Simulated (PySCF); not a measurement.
C₃H₄N₂, charge -1, doublet, geometry from GFN2-xTB (a state made from the parent by changing its charge; the spin is typed, not shown lowest) (in this run its highest filled SCF level lies above zero, so its values depend strongly on the basis, on diffuse functions most of all), atoms displaced at random by about 0.08 Å a coordinate; PBE/STO-3G, gradient run with PySCF.

Input for PySCF:
```python
from pyscf import gto, scf, dft

mol = gto.M(
    atom='''
C     0.130498    1.126291    0.115675
C     1.037659    0.372725   -0.146943
N     0.807715   -0.951204   -0.025408
N    -0.593583   -0.885186    0.155813
C    -1.062897    0.471191    0.037954
H     0.254140    2.117411    0.034264
H     2.088613    0.509452   -0.098515
H    -0.964922   -1.446963   -0.691490
H    -2.070416    0.632396    0.543691
''',
    basis='sto-3g',
    charge=-1,
    spin=1,
    verbose=4,
)

mf = dft.UKS(mol)
mf.xc = 'pbe'
mf.kernel()
g = mf.nuc_grad_method()
grad = g.kernel()
```

What does PySCF print? Leave out banner, timings and long lists.


```
PySCF version 2.14.0

[INPUT] verbose = 4
[INPUT] num. atoms = 9
[INPUT] num. electrons = 37
[INPUT] charge = -1
[INPUT] spin (= nelec alpha-beta = 2S) = 1
[INPUT] symmetry False subgroup None
[INPUT] Mole.unit = angstrom
[INPUT] Symbol           X                Y                Z      unit          X                Y                Z       unit  Magmom
[INPUT]  1 C      0.130498000000   1.126291000000   0.115675000000 AA    0.246605479803   2.128381526563   0.218594069459 Bohr   0.0
[INPUT]  2 C      1.037659000000   0.372725000000  -0.146943000000 AA    1.960891320690   0.704348169779  -0.277682025922 Bohr   0.0
[INPUT]  3 N      0.807715000000  -0.951204000000  -0.025408000000 AA    1.526360136703  -1.797515048591  -0.048014161373 Bohr   0.0
[INPUT]  4 N     -0.593583000000  -0.885186000000   0.155813000000 AA   -1.121709302198  -1.672759109299   0.294443896647 Bohr   0.0
[INPUT]  5 C     -1.062897000000   0.471191000000   0.037954000000 AA   -2.008584228622   0.890421942360   0.071722665332 Bohr   0.0
[INPUT]  6 H      0.254140000000   2.117411000000   0.034264000000 AA    0.480254997297   4.001326883141   0.064749575932 Bohr   0.0
[INPUT]  7 H      2.088613000000   0.509452000000  -0.098515000000 AA    3.946906550206   0.962724753612  -0.186166369162 Bohr   0.0
[INPUT]  8 H     -0.964922000000  -1.446963000000  -0.691490000000 AA   -1.823438311568  -2.734363782379  -1.306726717875 Bohr   0.0
[INPUT]  9 H     -2.070416000000   0.632396000000   0.543691000000 AA   -3.912519203917   1.195055242270   1.027427086391 Bohr   0.0

nuclear repulsion = 165.148394904211
number of shells = 19
number of NR pGTOs = 87
number of NR cGTOs = 29
basis = sto-3g
ecp = {}

******** <class 'pyscf.dft.uks.UKS'> ********
method = UKS
initial guess = minao
damping factor = 0
level_shift factor = 0
DIIS = <class 'pyscf.scf.diis.CDIIS'>
diis_start_cycle = 1
diis_space = 8
diis_damp = 0
SCF conv_tol = 1e-09
SCF conv_tol_grad = None
SCF max_cycles = 50
direct_scf = True
direct_scf_tol = 1e-13
number electrons alpha = 19  beta = 18
XC library pyscf.dft.libxc version 7.1.2
    S. Lehtola, C. Steigemann, M. J. T. Oliveira, and M. A. L. Marques,  SoftwareX 7, 1–5 (2018)
XC functionals = pbe
    J. P. Perdew, K. Burke, and M. Ernzerhof,  Phys. Rev. Lett. 77, 3865 (1996)
    J. P. Perdew, K. Burke, and M. Ernzerhof,  Phys. Rev. Lett. 78, 1396 (1997)
    J. P. Perdew, K. Burke, and M. Ernzerhof,  Phys. Rev. Lett. 77, 3865 (1996)
    J. P. Perdew, K. Burke, and M. Ernzerhof,  Phys. Rev. Lett. 78, 1396 (1997)
radial grids:
    Treutler-Ahlrichs [JCP 102, 346 (1995); DOI:10.1063/1.469408] (M4) radial grids

becke partition: Becke, JCP 88, 2547 (1988); DOI:10.1063/1.454033
pruning grids: <function nwchem_prune>
grids dens level: 3
symmetrized grids: False
atomic radii adjust function: <function treutler_atomic_radii_adjust>
small_rho_cutoff = 0
Set gradient conv threshold to 3.16228e-05
tot grids = 109392
init E= -224.078823270139

cycle= 1 E= -222.720140358617  delta_E= 1.36  |g|= 0.275  |ddm|= 3.23
cycle= 2 E= -222.633733524839  delta_E= 0.0864  |g|= 0.446  |ddm|= 1.32
cycle= 3 E= -222.757159089901  delta_E= -0.123  |g|= 0.203  |ddm|= 1.08
cycle= 4 E= -222.786054936478  delta_E= -0.0289  |g|= 0.0334  |ddm|= 0.393
cycle= 5 E= -222.78661452422  delta_E= -0.00056  |g|= 0.02  |ddm|= 0.0904
cycle= 6 E= -222.786891615393  delta_E= -0.000277  |g|= 0.00283  |ddm|= 0.0358
cycle= 7 E= -222.786896968116  delta_E= -5.35e-06  |g|= 0.00169  |ddm|= 0.00689
cycle= 8 E= -222.786898957749  delta_E= -1.99e-06  |g|= 0.000266  |ddm|= 0.0031
cycle= 9 E= -222.786899032677  delta_E= -7.49e-08  |g|= 8.83e-05  |ddm|= 0.000827
cycle= 10 E= -222.786899036901  delta_E= -4.22e-09  |g|= 4.58e-05  |ddm|= 0.000185
cycle= 11 E= -222.786899038221  delta_E= -1.32e-09  |g|= 8.18e-06  |ddm|= 7.68e-05
cycle= 12 E= -222.786899038274  delta_E= -5.3e-11  |g|= 2.57e-06  |ddm|= 1.88e-05
Extra cycle  E= -222.786899038252  delta_E= 2.2e-11  |g|= 6.19e-06  |ddm|= 1.51e-05
converged SCF energy = -222.786899038252  <S^2> = 0.75496922  2S+1 = 2.0049631

******** <class 'pyscf.grad.uks.Gradients'> for <class 'pyscf.dft.uks.UKS'> ********
unit = Eh/Bohr
grid_response = False
--------------- UKS gradients ---------------
         x                y                z
0 C     0.1822523046    -0.1914244587    -0.0413884877
1 C    -0.2741166903     0.1575560495     0.0274065266
2 N    -0.0408472547     0.0700837762     0.0163990387
3 N     0.0813202052     0.0745858354    -0.0009146978
4 C     0.0985969932     0.0116309535    -0.0103430384
5 H    -0.0031953466    -0.0991814977    -0.0011618064
6 H    -0.0354846378    -0.0278481892     0.0089733307
7 H     0.0128303879     0.0126042122    -0.0021989060
8 H    -0.0213568475    -0.0079905978     0.0032338218
----------------------------------------------
```
